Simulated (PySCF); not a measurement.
**Cl (chlorine, neutral): UHF calculation**

Configuration: [Ne] 3s2 3p5, 2P determinant. All numbers are calculated (PySCF 2.14, scalar relativity by spin-free X2C-1e, in jorge-DZP-DKH).

| Quantity | Value |
| --- | --- |
| Total energy | -460.883758 hartree |
| One-electron energy | -636.8032 hartree |
| Hartree (Coulomb) energy | 203.5969 hartree |
| Exchange energy | -27.6774 hartree |
| ⟨S²⟩ | 0.7558 |
| ⟨L²⟩ | 2.020 |
| Sum of ⟨r⟩ | 15.78 bohr |
| Sum of ⟨r²⟩ | 27.43 bohr² |
| Traceless quadrupole moment −½Σ⟨3z² − r²⟩ along its main axis | 1.73 e·bohr² |
| Langevin diamagnetic susceptibility | -21.7 ×10⁻⁶ cm³/mol |
| Time after the integrals | 0.05 s of wall time on 1 thread of Intel(R) Xeon(R) 6975P-C (shared host) |

```tsv
shell	electrons	mean orbital energy (eV)	spread (eV)	rms radius, mean of both spins (bohr)
1s α	1	-2864.3	0	0.105
1s β	1	-2864.0	0	0.105
2s α	1	-290.51	0	0.479
2s β	1	-290.20	0	0.479
2p α	3	-219.89	0.690	0.451
2p β	3	-219.34	0.498	0.451
3s α	1	-31.033	0	1.67
3s β	1	-27.727	0	1.67
3p α	3	-14.310	2.041	2.01
3p β	2	-12.952	0	2.01
```

Densities and radii are taken from the X2C orbitals without a picture-change correction, which distorts them close to the nucleus.
